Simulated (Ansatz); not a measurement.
Start from `O=[C](O)[GeH3]` and change one atom or group to get `O=C(O)CS`.

Ansatz, PBE0-D4/def2-TZVP geometries, multiplicity 1. Each molecule was computed in one conformer, which needn't be the lowest.

Scalar relativity is left out up to krypton.

```tsv
property	`O=[C](O)[GeH3]`
HOMO energy (B3LYP/def2-TZVPP) / eV	-7.66
LUMO energy (B3LYP/def2-TZVPP) / eV	-0.84
HOMO–LUMO gap (ωB97M-V/def2-TZVPP) / eV	11.84
HOMO energy (ωB97M-V/def2-TZVPP) / eV	-10.18
LUMO energy (PBE0/def2-TZVPP) / eV	-0.57
ideal-gas entropy at 298 K and 1 bar (rigid rotor, harmonic PBE0-D4/def2-TZVP) / J/(mol·K)	331
```

Problem. Give the same properties after the change, and the shifts. (An estimate is asked.)

Solution. Computed: 
| property | `O=C(O)CS` | shift |
| --- | --- | --- |
| HOMO energy (B3LYP/def2-TZVPP) / eV | -6.96 | 0.70 |
| LUMO energy (B3LYP/def2-TZVPP) / eV | -0.76 | 0.08 |
| HOMO–LUMO gap (ωB97M-V/def2-TZVPP) / eV | 11.16 | -0.68 |
| HOMO energy (ωB97M-V/def2-TZVPP) / eV | -9.44 | 0.74 |
| LUMO energy (PBE0/def2-TZVPP) / eV | -0.49 | 0.08 |
| ideal-gas entropy at 298 K and 1 bar (rigid rotor, harmonic PBE0-D4/def2-TZVP) / J/(mol·K) | 323 | -8 |

With PBE0 the HOMO rises by 0.69 eV and the LUMO rises by 0.08 eV, so the gap narrows by about 0.61 eV. PBE moves the HOMO by 0.55 eV and ωB97M-V by 0.74 eV. The zero-point energy changes by 40.3 kJ/mol with +3 modes. Modes under 60 cm⁻¹, often nearly free rotors, make the harmonic entropy too high.

B3LYP here is the variant with VWN-RPA as its local correlation; programs differ in this.
